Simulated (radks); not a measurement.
The numbers below are computed, except where a source is named.
Effect of the nuclear size on neutral hafnium, [Xe] 4f14 5d2 6s2. Level of theory: Dirac Kohn-Sham, BLYP, spin-unpolarised, spherical densities, finite nucleus; open shells are shared between the two j in proportion to 2j + 1; Fermi nuclear charge, rms radius 5.347 fm (a radial shooting solver on a logarithmic mesh with Libxc functionals). The rms radius is varied about that value; shifts are against it.

| rms radius (fm) | total energy shift (eV) | density at nucleus (e/bohr^3) | 1s1/2 shift (meV) | 2s1/2 shift (meV) | 5s1/2 shift (meV) | 5p1/2 shift (meV) | 6s1/2 shift (meV) | 5d5/2 shift (meV) | 6p1/2 (empty) shift (meV) |
|---|---|---|---|---|---|---|---|---|---|
| 4.5717 | -13.1 | 1.273e+06 | -5350 | -740 | -6.17 | 0.442 | -0.395 | 0.346 | 0.126 |
| 5.0262 | -5.61 | 1.234e+06 | -2280 | -316 | -2.63 | 0.189 | -0.169 | 0.148 | 0.054 |
| 5.347 | 0 | 1.209e+06 | 0.000 | 0.000 | 0.000 | 0.000 | 0.000 | 0.000 | 0.000 |
| 5.7694 | 7.74 | 1.179e+06 | 3150 | 435 | 3.63 | -0.260 | 0.233 | -0.204 | -0.074 |
| 6.6784 | 25.7 | 1.124e+06 | 10500 | 1450 | 12.1 | -0.863 | 0.773 | -0.677 | -0.245 |

Slopes of the eigenvalues against <r^2> in GHz/fm^2, as finite differences over the two radii next to the reference (eigenvalue slopes, not the field-shift constants of lines): 1s1/2 164000, 2s1/2 22600, 5s1/2 189, 5p1/2 -13.5, 6s1/2 12.1, 5d5/2 -10.6, 6p1/2 (empty) -3.84.
